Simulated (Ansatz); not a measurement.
Ideal-gas functions of CH₂ClFO₂Si (`O[Si@]1(F)O[C@@H]1Cl`) at 600 K and 1 bar, from an Ansatz frequency run at PBE0-D4/def2-TZVP.

Molar mass 128.56 g/mol, point group C1 (symmetry number 1), electronic degeneracy 1, moments of inertia 99.885, 343.16, 391.834 u Å². Harmonic wavenumbers (cm⁻¹, unscaled): 100, 159, 280, 307, 336, 370, 399, 628, 701, 826, 836, 881, 1027, 1100, 1145, 1264, 3176, 3901.

Use S(trans) = R[1.5 ln M + 2.5 ln T − 1.1517]; rotational temperatures θ = 24.2544 K / I; S(rot) = R[ln(√π/σ · √(T³/θAθBθC)) + 1.5]; for each mode x = 1.438777 ν̃/T, S = R[x/(eˣ − 1) − ln(1 − e⁻ˣ)] and H = RT x/(eˣ − 1); 1 cm⁻¹ = 0.0119627 kJ/mol; R = 8.31446 J/(mol·K).

Question: By hand: the entropy, in J/(mol·K).

Answer: Translation 184.0. Rotation: θ = 0.2428, 0.0707, 0.0619 K, giving 125.5. Vibration, mode by mode: 20.21, 16.38, 11.78, 11.05, 10.33, 9.58, 8.99, 5.65, 4.91, 3.87, 3.80, 3.49, 2.65, 2.31, 2.12, 1.69, 0.04, 0.01, in all 118.8. Electronic 0.0. Sum 428.3 J/(mol·K).

Question: By hand: H − E and G − E in kJ/mol, counted from the electronic energy.

Answer: Zero-point energy ½ × 17436 × 0.0119627 = 104.3; thermal vibration 37.2; translation, rotation and pV give 4 RT = 20.0. H − E = 161.5 kJ/mol, and G − E = 161.5 − 600 × 428.3/1000 = -95.5 kJ/mol.

Vibration gives 28 % of the entropy, 20.2 J/(mol·K) of it from the mode under 150 cm⁻¹: soft modes count most, and the harmonic formula is weakest for them. The sum counts one conformer and one mirror image; others add a mixing term.
